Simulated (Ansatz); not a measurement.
# A barrier at the coupled-cluster level

Start structure (AlPH5Br, closed shell), relaxed at PBE0-D4/def2-TZVP:

```xyz
8
angstrom
Al -0.8574 -0.6345 -0.9456
Br 0.9472 -0.5943 -2.3932
H -1.1700 -2.0375 -0.2760
H -1.9787 0.4538 -1.2151
H 1.0122 1.7324 0.5401
P 0.4635 0.4806 0.8762
H -0.0555 0.7904 2.1514
H 1.6387 -0.1908 1.2622
```

The step: AlH₂Br ([AlH2][Br]) + PH₃ → AlPH₄ ([AlH2][PH2]) + HBr (still joined by a long Al–Br bond); bonds formed: Br2–H5; bonds broken: H5–P6; bonds weakened to dative contacts: Al1–Br2. Computed with Ansatz 0.2.0 (basis: def2-TZVPP and def2-QZVPP); correlated methods freeze the cores. Filled d shells of the heavier atoms are correlated. The def2 sets are not built for correlating such inner shells, so the correlated values are less sure here. Extrapolation: Hartree–Fock as exp(−7.88 √X), correlation as X^−2.97. Energies below are by CCSD(T) at an estimated basis limit (MP2 extrapolated from triple and quadruple zeta, plus CCSD(T) − MP2 in triple zeta).

**Question.** What are the electronic barrier and the energy of the step, from the start structure to the end structure? (To be estimated.)

**Answer.** By the calculation: Barrier 1.824 eV; step energy 1.659 eV (uphill); reverse barrier, their difference, 0.165 eV. Barrier and step energy count from the start structure, the reverse barrier from the end structure.

The saddle point: One imaginary mode of 142i cm⁻¹.
```json
{"pair": "Br2–H5", "start (Å)": "3.74", "saddle (Å)": "1.51", "end (Å)": "1.42"}
{"pair": "Al1–Br2", "start (Å)": "2.31", "saddle (Å)": "2.72", "end (Å)": "2.82"}
{"pair": "H5–P6", "start (Å)": "1.41", "saddle (Å)": "2.27", "end (Å)": "3.38"}
```

Zero-point energy (harmonic, PBE0-D4): ZPE is 1.137 eV at the start and 1.019 eV at the saddle, so the barrier goes from 1.824 to 1.706 eV.

No T1 diagnostic of these runs exceeds 0.011. The end structure is not quite a true minimum (one mode of 54i cm⁻¹).

Labels in which every atom is bracketed show which atoms are joined, not bond orders.

For scale, one of the runs: CCSD(T)/def2-TZVPP, 202 basis functions, launched by `ansatz run in.yaml --threads 4 --pin off --events-out ev --progress --plain --max-ram 9574MiB`. The run took 81 s on 4 CPU threads of an Intel Xeon (shared host), with 2.3 GiB of host memory at its peak.
